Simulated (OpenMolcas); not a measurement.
**How basis sets differ on C2F3Si (SMILES [C]#C[Si](F)(F)F)**

C2F3Si has 6 atoms, charge 0, and is taken as a doublet. SMILES: `[C]#C[Si](F)(F)F`. The coordinates come from a PBE0-D4/def2-TZVP relaxation.

Quantity: the dipole moment, in D. The values are calculated.

| level | kind | program | value (D) | CPU time |
| --- | --- | --- | --- | --- |
| ROHF/ANO-RCC-MB (DKH2) | Hartree–Fock | OpenMolcas | 2.22 | 9.3 s |
| ROHF/ANO-XS-MB (DKH2) | Hartree–Fock | OpenMolcas | 1.98 | 4.7 s |
| UHF/STO-3G | Hartree–Fock | OpenMolcas | 0.94 | 5.9 s |
| UHF/3-21G | Hartree–Fock | OpenMolcas | 2.42 | 7.7 s |
| UHF/cc-pVDZ | Hartree–Fock | OpenMolcas | 1.92 | 24 s |

The values span 0.94 to 2.42 D. Spin contamination of the reference (⟨S²⟩ at least 0.1 too high) touches UHF/STO-3G, UHF/3-21G, UHF/cc-pVDZ. Magnitudes only. Sets without polarisation functions give poor dipoles. Times are those of the runs behind each value, whatever else they computed, on shared processors of several kinds: orders of magnitude only.
